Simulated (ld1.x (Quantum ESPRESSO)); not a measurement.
An all-electron radial function and its pseudo partner (ruthenium)

Columns: radius, all-electron u(r) and pseudo u(r) of the 4s shell (level -96.51 eV) of ruthenium in the configuration [Ar] 3d10 4s2 4p6 4d6 5s0 5p0; PBE, scalar-relativistic, TM scheme, ld1.x (Quantum ESPRESSO) 7.5.

```csv
r (bohr),all-electron,pseudo
0.095,-0.4100,-0.1503
0.190,0.1652,-0.2983
0.285,0.6224,-0.4415
0.380,0.4749,-0.5774
0.475,0.0274,-0.7034
0.570,-0.4439,-0.8158
0.665,-0.8094,-0.9102
0.760,-1.0376,-0.9815
0.855,-1.1425,-1.0244
0.950,-1.1529,-1.0344
1.045,-1.0999,-1.0103
1.140,-1.0093,-0.9544
1.235,-0.9006,-0.8732
1.330,-0.7870,-0.7763
1.425,-0.6768,-0.6739
1.520,-0.5748,-0.5744
1.615,-0.4833,-0.4833
1.710,-0.4032,-0.4032
1.805,-0.3341,-0.3341
1.900,-0.2753,-0.2753
1.995,-0.2258,-0.2258
2.090,-0.1845,-0.1845
2.185,-0.1503,-0.1503
2.280,-0.1220,-0.1220
2.375,-0.0987,-0.0987
2.470,-0.0798,-0.0798
```

(1) How many radial nodes do the two functions have?

(2) At about which radius was the pseudo-wave matched?

(3) Where does each function peak?

(4) Is the pseudo-wave norm-conserving?

Answers

(1) The all-electron 4s function has n − l − 1 = 3 (the table is too coarse to show those close to the nucleus); the pseudo-wave has 0, since the states of the same l below it are removed with the core.

(2) 1.70 bohr. The columns agree to 0.0005 from 1.52 bohr on; several derivatives are matched, so the curves merge somewhat inside the radius.

(3) Outermost all-electron maximum near 0.95 bohr, pseudo maximum near 0.95 bohr (to the table’s step).

(4) Yes: the TM scheme keeps the norm inside the radius equal to the all-electron one, which fixes the energy derivative of the logarithmic derivative at the level.
